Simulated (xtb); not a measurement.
Mg(OH)(OSiH3) (H₄MgO₂Si), SMILES [O]([SiH3])[Mg][OH]. All values are semi-empirical tight-binding results from xtb (GFN2-xTB unless named), good for trends rather than for accurate numbers. The structure is a stationary point at GFN2-xTB. Other conformers were not sampled.

For metal compounds this method's bond lengths and energies can be far off.

Computed properties:
```yaml
orbital_gap: 1.72 eV
zero_point_energy: 23.9 kcal/mol
G − E(el) at 298.15 K (modified RRHO): 3.8 kcal/mol
```
